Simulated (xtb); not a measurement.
Input for xtb: GFN2-xTB on GeH4Te (SMILES [GeH3][TeH]), a point of a bond scan (R = 3.326 Å).

```
$ xtb mol.xyz --gfn 2 --sp --chrg 0 --uhf 0
6

Te    -0.09896076     0.80692664     0.65430353
H      0.62346088     2.93602838    -1.79630119
Ge     0.13620165    -1.21741469    -0.93151219
H      1.56045513    -1.29524723    -1.50328127
H     -0.15262004    -2.45072946    -0.06258670
H     -0.88257830    -1.12841585    -2.07852674
```

Question: Give the final energy of this run.

Answer: -6.9429 hartree.
